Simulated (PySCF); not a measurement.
stibine cation (H3Sb), SMILES [SbH3] (connectivity only; charge and spin as stated), charge +1, multiplicity 2.

Geometry optimised at B3LYP-D3(BJ)/def2-TZVPD. The spin state was assumed, not searched. The def2 effective core potentials stand for the cores of Sb; spin–orbit coupling is left out.

Two levels are set side by side: PBE/def2-TZVPD (PySCF) and M06-2X/def2-TZVPD (PySCF). Same geometry, gas phase. Differences are taken from unrounded values.

```csv
quantity,M06-2X,PBE,PBE minus M06-2X
α-spin orbital gap (eV),9.95,5.63,-4.32
β-spin orbital gap (eV),7.92,3.91,-4.01
mean polarisability (bohr³),32.2,32.8,0.6
```

Rough cost on one machine, each run with all the roots and properties that it gave: M06-2X against PBE within a factor of 2.
